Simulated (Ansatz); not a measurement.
C2H8B2O can be A, `CCBBO`, or B, `BCB(C)O`.

Computed with Ansatz on PBE0-D4/def2-TZVP structures; ΔE is electronic, products minus reactants. CBS: MP2 limit from def2 TZ/QZ plus the TZ coupled-cluster correction, frozen cores. DFT in def2-TZVPP. Each species was taken in one conformer, which may not be the lowest.

(1) Which is lower in electronic energy at CCSD(T)/CBS, and by how much? (Estimate.)

(2) Give E(B) − E(A) in kcal/mol with r2SCAN-D4, MP2/def2-TZVPP, CCSD/def2-TZVPP, PBE-D4, B2PLYP, ωB97M-V, PBE0-D4. (Best estimate.)

Largest T1 diagnostic: 0.012.

Results:

(1) Computed: B, by 25.3 kcal/mol.

(2) Computed: r2SCAN-D4 -26.2, MP2/def2-TZVPP -27.0, CCSD/def2-TZVPP -25.0, PBE-D4 -24.1, B2PLYP -25.1, ωB97M-V -26.2, PBE0-D4 -24.7. None reverses the order clearly.

In def2-TZVPP, CCSD(T) changes the Hartree–Fock value by −1.3 kcal/mol (the triples alone add −0.4 kcal/mol) and MP2 by −3.0 kcal/mol.
